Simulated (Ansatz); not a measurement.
Input file for Ansatz (a program for electronic structure): U-PBE/def2-TZVPP on Ba2, 2S+1 = 3, a spin state set in the input, which need not be the lowest, a point of a bond scan (R = 4.146 Å). Elements past Kr take the def2 small-core potentials; no spin–orbit coupling.

Ansatz 0.2 input:
```yaml
crystal:
  periodic: [false, false, false]
  atoms:
    - {symbol: Ba, position_ang: [0.00000000, 0.00000000, 0.00000000]}
    - {symbol: Ba, position_ang: [0.00000000, 0.00000000, 4.14556400]}
basis:
  gaussian:
    orbitals: def2-TZVPP
    pivot_positions_ang: [[0.00000000, 0.00000000, 0.00000000], [0.00000000, 0.00000000, 4.14556400]]
hamiltonian:
  xc: {name: PBE}
magnetization: {spin_polarized: true, initial_magnetization: 2}
output: {forces: true, orbitals: {seedname: ./end}}
```

Question: Predict the final total energy.

Answer: -50.9355 hartree.

Question: How many basis functions does it have, and what does it roughly cost on one machine?

Answer: 80 functions; roughly 18 core-seconds.
